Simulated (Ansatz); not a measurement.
Na₃Li⁻ (the lowest doublet isomer of a short search) was relaxed with PBE0 (def2-TZVPD) in Ansatz in these states: charge -1 doublet, charge -1 quartet. The geometries follow in no particular order.

A:

```csv
atom,x (Å),y (Å),z (Å)
Li1,0.2246,-0.9882,1.1299
Na2,-0.0078,1.1519,-1.3703
Na3,0.3206,2.3564,2.1673
Na4,-0.5374,-2.5201,-1.9270
```

B:

Cartesian coordinates in Å:
```
Li 1.0066 -0.6299 0.8819
Na -1.2602 0.7915 -1.1071
Na -0.4530 1.9294 2.2100
Na 0.7066 -2.0911 -1.9848
```

Judge from the bond lengths which geometry belongs to which state (an estimate).

A is the charge -1 quartet (Li1–Na4 3.503 Å, Li1–Na3 3.503 Å, Na2–Na4 3.751 Å); B is the charge -1 doublet (Li1–Na4 3.232 Å, Li1–Na3 3.232 Å, Na2–Na4 3.598 Å).

At PBE0/def2-TZVPD the highest occupied level of the charge -1 quartet lies above zero (up to 0.15 eV). It is a level of α spin, whose loss leaves a triplet; that state wasn't run at this geometry and level. The electron is either unbound and held by the finite basis, or the level is raised by self-interaction error. At PBE0/def2-TZVPD the highest occupied level of the charge -1 doublet lies above zero (up to 0.01 eV). By energy differences its removal costs 0.89 eV (vertical, to the charge 0 singlet, at PBE0/def2-TZVPD); a positive level beside a positive removal energy at the same level points to self-interaction error. At PBE0/def2-TZVPD a doublet lies 0.54 eV below the charge -1 quartet. These are the stationary points nearest to one start from a short search; other shapes may lie lower in each state.
